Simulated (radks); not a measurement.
Question: Neutral vanadium: order these configurations by energy. Calculated with a radial shooting solver on a logarithmic mesh with Libxc functionals: scalar-relativistic Kohn-Sham, PBE, spin-polarised, spherical densities, finite nucleus; Fermi nuclear charge, rms radius of each element as measured or else 0.836 A^(1/3) + 0.57 fm. Open shells are filled with parallel spins first. [Ar] 3d2 4s2 4p1; [Ar] 3d3 4s1 4p1; [Ar] 3d3 4s2; [Ar] 3d4 4p1; [Ar] 3d4 4s1; [Ar] 3d5.

Answer: From the lowest, in eV above it: [Ar] 3d4 4s1 0.000; [Ar] 3d3 4s2 1.111; [Ar] 3d5 1.788; [Ar] 3d4 4p1 3.105; [Ar] 3d3 4s1 4p1 3.205; [Ar] 3d2 4s2 4p1 7.485.
